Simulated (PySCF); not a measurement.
Computed IR spectrum (relative IR intensity) of a molecule C₃H₇O, multiplicity 2. Geometry optimised at PBE0-D3(BJ)/def2-SVP. Other conformers were not sampled. Calculation: PySCF with PBE0-D3(BJ)/def2-SVP. Harmonic, unscaled wavenumbers; measured fundamentals usually lie a few per cent lower.

Lines under 2 % of the strongest are left out, and lines within 2 cm⁻¹ are merged.

ν (cm⁻¹): 244 (vw), 359 (vw), 412 (w), 455 (m), 890 (s), 912 (w), 1005 (w), 1045 (m), 1142 (m), 1152 (m), 1199 (s), 1272 (s), 1362 (m), 1383 (m), 1447 (w), 1455 (m), 1463 (s), 1475 (m), 2869 (vs), 3058 (vs), 3063 (m), 3157 (vw), 3160 (vs), 3175 (vs) (against the strongest line: vs over 80 %, s over 45 %, m over 15 %, w over 4 %, vw less)

**Question.** Identify the compound among the candidates.
(A) [CH2]COC
(B) CC(C)[O]
(C) [CH2]C(C)O
(D) C[C](C)O

**Answer.** B, CC(C)[O]
